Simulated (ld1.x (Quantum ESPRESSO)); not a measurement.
Debugging a pseudopotential input (Ar, ld1.x (Quantum ESPRESSO) 7.5)

Command:

```bash
ld1.x < Ar.in > Ar.out
```

Input:

```
&input
   title='Ar', zed=18., rel=1, dft='PBESOL', iswitch=3,
   config='[Ne] 3s2 3p3 3d-2',
   nld=3, rlderiv=1.05, eminld=-7.0, emaxld=5.0, deld=0.02
 /
 &inputp
   pseudotype=1, tm=.true., lloc=1,
   nlcc=.true., new_core_ps=.true.,
   file_pseudopw='Ar.pp', file_wfcaegen='ae.wfc', file_wfcncgen='nc.wfc'
 /
3
3S  1  0   2.00   0.00  0.85  0.85  0.0
3D  3  2  -2.00   0.10  0.90  0.90  0.0
3P  2  1   3.00   0.30  0.95  0.95  0.0
 &test
   configts(1)='3s2 3p3'
 /
```

Output:

```
Program LD1 v.7.5

 %%%%%%%%%%%%%%%%%%%%%%%%%%%%%%%%%%%%%%%%%%%%%%%%%%%%%%%%%%%%%%%%%%%%%%%%%%%%%%
     Error in routine ld1_readin (1):
     unbound states must be empty
 %%%%%%%%%%%%%%%%%%%%%%%%%%%%%%%%%%%%%%%%%%%%%%%%%%%%%%%%%%%%%%%%%%%%%%%%%%%%%%

     stopping ...
```

**Question.** This input was made by a single change from one that runs to its end. What was changed?

**Answer.** The change: an energy typed for the occupied state 3P. The program refuses the input: "ld1_readin: unbound states must be empty".
